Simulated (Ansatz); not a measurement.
Geometry optimisation, RKS PBE0/def2-TZVP (Ansatz).

input.yaml

```yaml
crystal:
  periodic: [false, false, false]
  atoms:
    - { symbol: Sn, position_ang: [0.115696, 0.0, 0.081904] }
    - { symbol: H, position_ang: [0.719848, 0.0, 1.686006] }
    - { symbol: H, position_ang: [1.829424, 0.0, 0.117175] }
    - { symbol: H, position_ang: [-0.622734, 1.414451, -0.440292] }
    - { symbol: H, position_ang: [-0.622734, -1.414451, -0.440292] }
basis:
  gaussian: { orbitals: def2-TZVP }
hamiltonian:
  xc: pbe0
relax:
  f_tol: 0.03
  max_steps: 50
output:
  orbitals: {}
```

Run as:

```bash
$ ansatz run input.yaml --threads 1 --pin off --max-ram 2048MiB --backend cpu --events-out ev --progress --plain --runs-dir out
```

Problem. Where does it end, and by what steps?

Solution. The forces met the threshold. After 3 steps the energy has fallen by 0.856 eV; H3 moved furthest, 0.48 Å.

```csv
step,energy less start (eV),largest force component (eV/Å),accepted
0,0.0000,1.521,yes
1,-0.5513,0.848,yes
2,-0.8244,0.266,yes
3,-0.8561,0.011,yes
```

```xyz
5
Properties=species:S:1:pos:R:3
Sn 0.283 0.000 0.200
H 0.288 0.000 1.904
H 1.891 0.000 -0.362
H -0.521 1.391 -0.368
H -0.521 -1.391 -0.368
```

Time of the run: 7 s on 1 thread of Arm Neoverse V1, on a shared host, peak memory 0.12 GiB.
